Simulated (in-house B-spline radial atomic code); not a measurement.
A fraction x of an electron is removed from 3p in K2+, starting from [Ne] 3s2 3p5 and keeping the highest spin. Level of theory: non-relativistic AM05, spin-polarised, spherical fractional occupations, point nucleus; calculated with an all-electron radial atomic-structure program (B-spline basis).

```json
{"x": "0", "E(x) - E(0) (eV)": "0.0000", "3p down level (eV)": "-38.504"}
{"x": "0.03", "E(x) - E(0) (eV)": "1.1615", "3p down level (eV)": "-38.930"}
{"x": "0.17", "E(x) - E(0) (eV)": "6.7516", "3p down level (eV)": "-40.932"}
{"x": "0.33", "E(x) - E(0) (eV)": "13.4851", "3p down level (eV)": "-43.240"}
{"x": "0.39", "E(x) - E(0) (eV)": "16.1057", "3p down level (eV)": "-44.112"}
{"x": "0.5", "E(x) - E(0) (eV)": "21.0461", "3p down level (eV)": "-45.716"}
{"x": "0.6", "E(x) - E(0) (eV)": "25.6910", "3p down level (eV)": "-47.183"}
{"x": "0.65", "E(x) - E(0) (eV)": "28.0685", "3p down level (eV)": "-47.919"}
{"x": "0.84", "E(x) - E(0) (eV)": "37.4398", "3p down level (eV)": "-50.730"}
{"x": "0.93", "E(x) - E(0) (eV)": "42.0658", "3p down level (eV)": "-52.070"}
{"x": "1", "E(x) - E(0) (eV)": "45.7473", "3p down level (eV)": "-53.115"}
```

The exact functional would give a straight line between the two integer points. Deviations E(x) - E(0) - x[E(1) - E(0)], in eV: -0.211 at x = 0.03, -1.025 at x = 0.17, -1.612 at x = 0.33, -1.736 at x = 0.39, -1.828 at x = 0.5, -1.757 at x = 0.6, -1.667 at x = 0.65, -0.988 at x = 0.84, -0.479 at x = 0.93.

The curve lies below the straight line by up to 1.828 eV (at x = 0.5): convex, the delocalisation error that favours fractional charges.

How well does Slater's transition state (minus the level at half occupation) give the ionisation energy?

It gives 45.716 eV against 45.747 eV from the two total energies; NIST lists 45.80 eV, ground level to ground level.
